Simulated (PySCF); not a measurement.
**Vertical excitation energies**

C5H8F3NO.
SMILES: `CNC(=O)[C@H](C)C(F)(F)F`

Level of theory: PySCF 2.14.0, density-fitted response routines, TDDFT wB97X-D/def2-SVPD, vertical, gas phase, core orbitals frozen in the response. Geometry: PBE0-D3(BJ)/def2-SVP, one conformer, isolated molecule. Torsions of this conformer, `[CH3:1][NH:2][C:3](=[O:4])[C@H:5]([CH3:6])[C:7]([F:8])([F:9])[F:10]`: C1–N2–C3–O4 -2°, N2–C3–C5–C6 76°, C3–C5–C7–F8 71°.

Predict the UV-vis stick spectrum at this level.

```
state  λ (nm)  E (eV)       f     main configurations (H = HOMO, L = LUMO)
   S1   212.8    5.83  0.0014                   H-1→L+1 (66%), H-1→L (26%)
   S2   169.2    7.33   0.142                                  H→L+1 (87%)
   S3   166.8    7.43   0.045                       H→L (79%), H→L+2 (10%)
   S4   156.9    7.90   0.062    H-1→L (53%), H-1→L+1 (21%), H-1→L+4 (13%)
   S5   145.9    8.50   0.023        H→L+2 (49%), H→L+4 (28%), H→L+5 (12%)
   S6   143.4    8.65   0.015  H-1→L+2 (65%), H-1→L+6 (14%), H-1→L+5 (11%)
   S7   141.7    8.75  0.0031        H→L+4 (44%), H→L+2 (26%), H→L+6 (10%)
   S8   139.4    8.89  0.0070     H-1→L+4 (46%), H-1→L+3 (25%), H-1→L (9%)
   S9   137.7    9.01   0.012                                  H→L+3 (69%)
  S10   137.3    9.03  0.0080  H-1→L+3 (45%), H-1→L+4 (22%), H-1→L+7 (11%)
```

Triplets (Tamm–Dancoff): T1 5.38 eV, H-1→L+1 (56%), H-1→L (22%), H→L+1 (10%); T2 5.40 eV, H→L+1 (53%), H→L (21%), H-1→L+1 (10%); T3 7.34 eV, H→L (53%), H→L+1 (29%); T4 7.80 eV, H-1→L (50%), H-1→L+1 (24%), H-1→L+4 (13%).

The lowest singlet lies at 5.83 eV (213 nm, ultraviolet) and is very weak; its leading configuration is HOMO-1→LUMO+1 (66%). The most intense listed level is S2 at 7.33 eV (169 nm, f = 0.142), 1.50 eV above S1. Löwdin shares by element: HOMO nitrogen 44%, oxygen 27%, carbon 17% or more; LUMO carbon 36% or more, oxygen 8% (atoms not listed hold the other 56%). The oscillator strengths of these states sum to 0.318; summed over the whole spectrum of an exact calculation they would give the number of electrons, 80 (Thomas–Reiche–Kuhn). Orbital energies (eV): HOMO-3 -12.59, HOMO-2 -12.48, HOMO-1 -9.69, HOMO -9.60, LUMO 2.02, LUMO+1 2.13, LUMO+2 2.70. Of the 10 states listed, 6 reach f = 0.01 and none stays under 0.0005. All these states lie below the vertical ionisation energy of 9.87 eV (ΔSCF). Only the lowest 10 singlets were computed, as vertical energies without vibronic structure.
